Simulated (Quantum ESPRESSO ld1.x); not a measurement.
Results of a calculation; reference values are marked as such.
All-electron atom: the indium ion In18+ in [Ar] 3d10 4s2 4p1. Code: ld1.x of Quantum ESPRESSO 7.5. Model: scalar-relativistic Kohn-Sham, LDA (Slater exchange, Perdew-Zunger correlation), spin-polarised, spherical densities, point nucleus; open shells are filled with parallel spins first. Some entries of the table are withheld. Estimate them.

orbital,occ.,eigenvalue (hartree),r(max) (bohr),<1/r> (bohr^-1)
1s up,1,-1036.8515,0.019,51.81
1s down,1,-1036.8355,0.019,51.81
2s up,1,-170.3765,0.109,11.82
2s down,1,-170.3661,0.109,11.82
2p up,3,-154.8938,0.087,11.39
2p down,3,-154.8795,0.087,11.39
3s up,1,-45.8953,0.315,4.224
3s down,1,-45.8768,0.315,4.225
3p up,3,-40.8124,0.307,4.033
3p down,3,-40.7922,0.307,4.034
3d up,5,-32.9780,0.256,3.818
3d down,5,-32.9583,0.254,3.820
4s up,1,-19.2098,0.718,1.896
4s down,1,-19.1086,0.718,1.897
4p up,1,-17.4292,(1),1.798
4p down,0,-17.3282,(2),1.799
4d up,0,-14.7330,0.765,1.654
4d down,0,-14.6357,0.765,1.653
5s up,0,-10.5071,1.34,1.082
5s down,0,-10.4642,1.34,1.078

Answer. 
(1) 4p up r(max) (bohr): 0.741
(2) 4p down r(max) (bohr): 0.741
